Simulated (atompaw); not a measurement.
## Before and after: PAW (atompaw) potential for cobalt (Co)

Co (Z = 27), PAW, made with atompaw 4.2.0.5 (LDA (PW92), scalar-relativistic). Core [Ne], reference 3s2 3p6 3d7 4s2 4p0. Waves: 3s (bound); 4s (bound); 3p (bound); 4p (bound, empty); 3d (bound); 3d channel at 0.2 Ry. Local part: bessel scheme, radius 1.45 bohr. Core correction: smooth core density matched at 1.35 bohr. Augmentation charge: besselshape compensation charge, radius 1.45 bohr; PAW radius 1.80 bohr; waves and projectors: bloechl.

Change: waves 3s (bound): rc 0.85 bohr; 4s (bound): rc 1.25 bohr; 3p (bound): rc 0.90 bohr; 4p (bound): rc 1.80 bohr; 3d (bound): rc 1.80 bohr; 3d channel at 0.2 Ry: rc 1.80 bohr; augmentation besselshape compensation charge, radius 1.45 bohr; PAW radius 1.80 bohr; waves and projectors: custom rrkj vanderbiltortho.

Cutoffs: the cutoffs (Ry, on a coarse ladder) from which the occupation-weighted sum of valence levels, in a spherical-Bessel basis at the reference potential, stays within 10 and 1 mRy of its value at 400 Ry; they do not see the model core or the augmentation charge, which bear on the density cutoff.

Q: What does the change do?

A: The potential gets harder (60 Ry and 80 Ry → 100 Ry and 180 Ry); the range in which the p phases agree narrows (upper end at the end of the scan → 2.0); neither file shows a bound ghost.

```csv
quantity,base,changed
"cutoff, loose",60 Ry,100 Ry
"cutoff, tight",80 Ry,180 Ry
loose cutoff by channel (10 mRy a level),"s 35 Ry, p 45 Ry, d 45 Ry","s 40 Ry, p 80 Ry, d 25 Ry"
bound ghosts,none,none
s: phases at 1.80 bohr within 0.05 rad from the reference energy up to (Ry; the scan ends near 5),to the end of the scan,to the end of the scan
p: phases at 1.80 bohr within 0.05 rad from the reference energy up to (Ry; the scan ends near 5),to the end of the scan,2.0
d: phases at 1.80 bohr within 0.05 rad from the reference energy up to (Ry; the scan ends near 5),3.8,3.6
lowest overlap eigenvalue by channel,"s 0.57, p 0.76, d 1.00","s 0.11, p 0.50, d 0.55"
```

 The cutoffs see the waves, projectors and local potential, not the compensation charge or the core.
